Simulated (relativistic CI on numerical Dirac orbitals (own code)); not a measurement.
**From line strength to rate: Ga⁺ 1535.31 Å (vacuum)**

Problem. For 3d10 4s 4p 3P°_2 – 3d10 4s 4d 3D_3 of Ga⁺ a semi-empirical relativistic CI calculation gives the line strength S = 17.69 e²a₀² in the length gauge. The measured levels are 48749.74 and 113883.19 cm⁻¹ (NIST Handbook). Find gf, f, A and the partial lifetime.

Working.
1. σ = 113883.19 − 48749.74 = 65133.45 cm⁻¹, so the vacuum wavelength is 10⁸/σ = 1535.31 Å.
2. gf = 303.756 S/λ(Å) = 3.5, log gf = 0.544; with g = 5 for the lower level, f = 0.7.
3. A = 2.02613 × 10¹⁸ S/(g_u λ³) with g_u = 7: A = 1.41 × 10^9 s⁻¹.
4. The partial lifetime for this S is 1/A = 0.707 ns; in the calculation this line carries 100 % of the decay of the upper level.

Check. The Handbook lists A = 1.45 × 10^9 s⁻¹, a tabulated value with its own uncertainty (a few per cent for the best lines, 25 % or more for others); ours lies 2 % below it. The velocity form of the same calculation gives S = 15.7, and the gap between the two forms is a rough gauge of the error in S. With the computed energy (64896 cm⁻¹) in place of the measured one the rate would change by the factor (σ_calc/σ)³ = 0.99.
